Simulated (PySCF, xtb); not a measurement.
Ge(H)(F)2(Et) (C₂H₆F₂Ge), SMILES [CH2](C)[GeH]([F])[F].

GFN2-xTB in xtb at its own geometry gives an orbital gap of 6.73 eV and a dipole moment of 4.43 D.

Geometry: ωB97X-D3(BJ)/def2-SVP. The values are those of a single conformer.

Problem. What does r2SCAN/def2-TZVP (PySCF) give? (Estimate from the structure and the level; the computed values follow.)

Solution. gap 7.92 eV (levels -7.86 and 0.06 eV), dipole 3.12 D.
